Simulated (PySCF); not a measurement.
CH₄Cl₄Si₂, singlet, at the geometry of the source list; PySCF with CASSCF(4,6)+NEVPT2/STO-3G.

The PySCF input:
```python
from pyscf import gto, scf, mcscf, mrpt
import numpy

mol = gto.M(
    atom='''
Si    1.50570000   -0.15060000    0.72030000
Cl    2.66980000    0.95260000   -0.48620000
C    -0.01590000   -0.73810000   -0.28330000
Si   -1.45800000    0.49130000   -0.43470000
Cl   -2.89270000   -0.27620000   -1.63870000
Cl   -2.25110000    0.80450000    1.40200000
Cl   -0.83520000    2.25470000   -1.19040000
H     1.09670000    0.66070000    1.86250000
H     2.25490000   -1.32830000    1.15940000
H    -0.39160000   -1.65370000    0.17320000
H     0.31740000   -1.01680000   -1.28400000
''',
    basis='sto-3g',
    verbose=3,
)

mf = scf.RHF(mol)
mf.kernel()
mc = mcscf.CASSCF(mf, 6, 4)
mc.fix_spin_(ss=0.0)
mc.kernel()
occ = numpy.linalg.eigvalsh(mc.fcisolver.make_rdm1(mc.ci, mc.ncas, mc.nelecas))[::-1]
ss = mc.fcisolver.spin_square(mc.ci, mc.ncas, mc.nelecas)[0]
print('natural occupations', occ.round(4), ' <S^2>', round(ss, 4))
e2 = mrpt.NEVPT(mc).kernel()
print('E(NEVPT2) = %.10f' % (mc.e_tot + e2))
```

Output, abridged:

```
converged SCF energy = -2429.51475652794
CASSCF energy = -2429.54888272789
CASCI E = -2429.54888272789  E(CI) = -4.74880502201449  S^2 = 0.0000000
natural occupations [1.9764e+00 1.9740e+00 2.4600e-02 2.3000e-02 1.1000e-03 9.0000e-04]  <S^2> 0.0
Sr    (-1)',   E = -0.00072233827640
Si    (+1)',   E = -0.00727939292693
Sijrs (0)  ,   E = -0.05089897654590
Sijr  (+1) ,   E = -0.02934520899313
Srsi  (-1) ,   E = -0.00302559176925
Srs   (-2) ,   E = -0.00045211143690
Sij   (+2) ,   E = -0.01197831420259
Sir   (0)' ,   E = -0.01436834475682
Nevpt2 Energy = -0.118070278907919
E(NEVPT2) = -2429.6669530068
```
